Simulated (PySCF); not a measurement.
C₄H₅FO, SMILES C[C@@H]1OC=C1F. Coordinates come from a r2SCAN-D4/def2-SVP optimisation. The structure was generated by enumeration; whether it is a known compound was not checked.

Computed with r2SCAN-D4/def2-SVP (PySCF).

Harmonic wavenumbers (cm⁻¹): 184, 245, 258, 367, 462, 582, 690, 808, 825, 861, 1009, 1042, 1081, 1147, 1178, 1283, 1291, 1366, 1388, 1455, 1461, 1753, 3041, 3072, 3142, 3155, 3258. Rotational constants (GHz): 5.527, 3.568, 2.364; symmetry number 1.

Q: Work out the zero-point energy and the ideal-gas rigid-rotor harmonic-oscillator thermochemistry at 298.15 K and 1 atm.

A: ZPE = ½ Σ hcν = ½ × 36408 cm⁻¹ = 217.77 kJ/mol. H − E(el) = 235.12 kJ/mol. Entropy in J/(mol K): translation 164.60, rotation 110.19, vibration 39.26, total 314.04. G − E(el) = 141.49 kJ/mol. Cp = 92.56 J/(mol K).
